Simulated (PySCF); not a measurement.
# How methods differ on the ionisation energy of W

W [Xe] 4f14 5d4 6s2 (5D) → W+ [Xe] 4f14 5d4 6s1 (6D), as a difference of total energies. All numbers are calculated (PySCF 2.14, a scalar-relativistic core potential, in aug-cc-pVTZ-PP with ECP60MDF (6s6p5d3f2g, 88 functions)). Correlated levels: valence: 5s2 5p6 frozen. The calculations carry no spin-orbit coupling.

Order these methods by the ionisation energy they give, lowest first.
A. PBE0
B. B2PLYP
C. BP86
D. UHF

D (5.886 eV), A (7.279 eV), B (7.593 eV), C (7.723 eV).

Errors of the correlated levels include the incompleteness of this basis and the frozen core.

MP2 underrates the near-degeneracy of ns² with np² in the lower species.

For comparison: 7.825 eV (measured; NIST levels, between the centres of gravity of the two terms).
